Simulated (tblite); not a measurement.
Question: Write Cartesian coordinates for `c1(ccc(Cl)nc1)N[SiH3]` as optimised with GFN2-xTB.

Answer: 
```
atom  x, y, z in Å
Si1    2.7323    0.2752    0.2662
N2     1.3580   -0.7701    0.0773
C3     0.0277   -0.4461    0.1292
C4    -0.4138    0.8693    0.3085
C5    -1.7669    1.1376    0.3484
C6    -2.6437    0.0684    0.2085
Cl7   -4.3456    0.3352    0.2477
N8    -2.2538   -1.1769    0.0430
C9    -0.9615   -1.4291    0.0037
H10    2.6775    0.9181    1.5812
H11    2.7357    1.2878   -0.7920
H12    3.8608   -0.6415    0.1461
H13    1.5136   -1.7551   -0.0755
H14    0.3062    1.6659    0.4139
H15   -2.1394    2.1398    0.4834
H16   -0.6946   -2.4695   -0.1337
```

Any rigid rotation of these coordinates is as good. Atoms count from 1 in this order. Of the pairs four or more bonds apart, Si1···H14 is among the closest relative to their van der Waals radii: 2.80 Å, 85 % of the sum of Bondi's values. N2 (silicon-bound nitrogen) is planar (angles 128.4°, 118.8° and 112.7°, sum 360.0°, 0.01 Å off the plane of its three neighbours). The 3 C–N bonds span 1.315 Å (C6–N8, aromatic) to 1.370 Å (N2–C3, drawn single), a spread of 0.055 Å. Si1 (SiH3 silicon) is distorted tetrahedral (angles from 103.0° to 112.3°).

Bonds between heavy atoms (Å): Si1–N2 1.737, N2–C3 1.370, C3–C4 1.399, C4–C5 1.380, C5–C6 1.390, C6–Cl7 1.723, C6–N8 1.315, N8–C9 1.317, C3–C9 1.400.

Computed geometry: GFN2-xTB, gas phase.

Point group: near Cs, missed by 0.08 Å at most; the miss may be what the optimiser left on a soft mode. Its GFN2-xTB frequencies are all real (lowest 53 cm⁻¹). The numbers are those of one conformer (Si1–N2–C3–C4 2°). 3 starts were optimised and ended at 0.00, 0.18 and 0.18 kcal/mol (GFN2-xTB); the lowest of these is shown.
